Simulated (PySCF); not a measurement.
How the method moves the HOMO and LUMO of `C[NH2+][BH2-]N`

Species: CH9BN2.
Geometry (PBE0-D3(BJ)/def2-SVP, Å), atoms numbered from 1 in this order:
```
atom  x, y, z in Å
C1    -2.045    0.024   -0.361
N2    -0.728   -0.288    0.185
B3     0.474    0.847   -0.095
N4     1.692    0.300    0.572
H5    -2.383    0.979    0.063
H6    -2.787   -0.759   -0.146
H7    -1.953    0.155   -1.447
H8    -0.756   -0.412    1.198
H9    -0.364   -1.169   -0.183
H10    0.514    0.896   -1.327
H11   -0.001    1.868    0.411
H12    2.055    0.861    1.335
H13    2.465    0.086   -0.048
```

Basis pcSseg-2 throughout (PySCF), one geometry. One conformer (not necessarily the lowest) at the PBE0-D3(BJ)/def2-SVP geometry, without solvent, vibrations or thermal averaging.

Task: How do the orbital energies, the gap and the dipole change with the method?

Result: 
```tsv
method	kind	HOMO (eV)	LUMO (eV)	gap (eV)	μ (D)	SCF cycles
BLYP	GGA	-4.74	-0.60	4.14	3.59	16
OPBE	GGA	-4.75	-0.47	4.28	3.64	16
B97-D	GGA	-4.83	-0.44	4.39	3.62	14
PBE	GGA	-4.85	-0.58	4.26	3.59	15
KT3	GGA	-4.94	-0.75	4.19	3.58	14
BP86	GGA	-4.95	-0.43	4.52	3.61	15
KT2	GGA	-4.98	-0.56	4.42	3.54	14
LDA	LDA	-5.01	-0.68	4.33	3.55	15
B97-2	global hybrid	-5.94	0.19	6.13	3.69	12
B3LYP	global hybrid	-5.99	-0.16	5.83	3.67	13
PBE0	global hybrid	-6.22	0.16	6.38	3.68	12
mPW1PW91	global hybrid	-6.24	0.14	6.37	3.69	12
BHandHLYP	global hybrid	-7.54	0.67	8.21	3.73	12
CAM-B3LYP	range-separated hybrid	-7.66	0.82	8.48	3.71	12
wB97X-D	range-separated hybrid	-8.12	1.88	10.00	3.75	13
LC-wPBE	range-separated hybrid	-9.03	1.98	11.01	3.76	13
HF	Hartree–Fock	-9.69	2.29	11.97	3.81	10
```

The HOMO spans 4.94 eV, from BLYP down to HF, and the gap runs from 4.14 eV (BLYP) to 11.97 eV (HF). Over the methods BLYP (0 %), OPBE (0 %), B97-D (0 %), PBE (0 %), KT3 (0 %), BP86 (0 %), KT2 (0 %), LDA (0 %), B97-2 (21 %), B3LYP (20 %), PBE0 (25 %), mPW1PW91 (25 %), BHandHLYP (50 %), HF (100 %), a straight line through the gap against the share of exact exchange rises by 0.77 eV for each 10 % (correlation coefficient 0.999). The dipole ranges from 3.54 D (KT2) to 3.81 D (HF). This basis has no diffuse functions.

The vertical ΔSCF ionisation energy at wB97X-D/def2-SVPD is 8.61 eV; −ε(HOMO) comes closest to it with LC-wPBE (9.03 eV).
